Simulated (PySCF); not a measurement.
HGa, triplet, at a GFN2-xTB geometry (such geometries of metal compounds can be far from the true shape) (the spin is typed, not shown lowest). Base run: HF/aug-cc-pVDZ run with PySCF.

PySCF was given this input:
```python
from pyscf import gto, scf

mol = gto.M(
    atom='''
Ga   -0.00000000   -0.00000000   -0.05376744
H     0.00000000    0.00000000    1.66679062
''',
    basis='aug-cc-pvdz',
    spin=2,
    verbose=4,
)

mf = scf.UHF(mol)
mf.kernel()
```

The base run was repeated with changes; each row names its change, and settings that it needs were set with it.

| change | basis functions | E (Eh) | HOMO (eV) | dipole (D) |
|---|---|---|---|---|
| base | 45 | -1923.71263 | -6.35 | 0.48 |
| basis = jorge-DZP-DKH; relativity = spin-free X2C; nucleus = Gaussian (with nucmod='G') | 48 | -1942.57324 | -6.11 | 0.79 |
| basis = jorge-DZP-DKH; relativity = spin-free X2C | 48 | -1942.58310 | -6.11 | 0.79 |
| basis = x2c-TZVPall; relativity = spin-free X2C; nucleus = Gaussian (with nucmod='G') | 54 | -1942.68637 | -6.30 | 0.51 |
| basis = x2c-SVPall; relativity = spin-free X2C | 37 | -1942.35595 | -6.29 | 0.60 |
| basis = x2c-SVPall; relativity = none | 37 | -1916.37217 | -6.44 | 0.76 |
| basis = jorge-DZP-DKH; relativity = none | 48 | -1919.28189 | -6.21 | 0.92 |
| basis = x2c-TZVPall; relativity = none | 54 | -1915.73912 | -6.40 | 0.64 |
| basis = x2c-TZVPall; relativity = spin-free X2C | 54 | -1942.69571 | -6.30 | 0.51 |
| basis = x2c-SVPall; relativity = spin-free X2C; nucleus = Gaussian (with nucmod='G') | 37 | -1942.34734 | -6.29 | 0.60 |

Total energies compare only within one method and basis.

Open shells are given as the SCF converged; they aren't shown to be the lowest states, and a large step between rows can be another state.

Basis sets contracted for a relativistic Hamiltonian are a mismatch without it, so the rows without relativity aren't non-relativistic limits. No row has spin-orbit coupling; sets with core potentials leave out the core electrons.
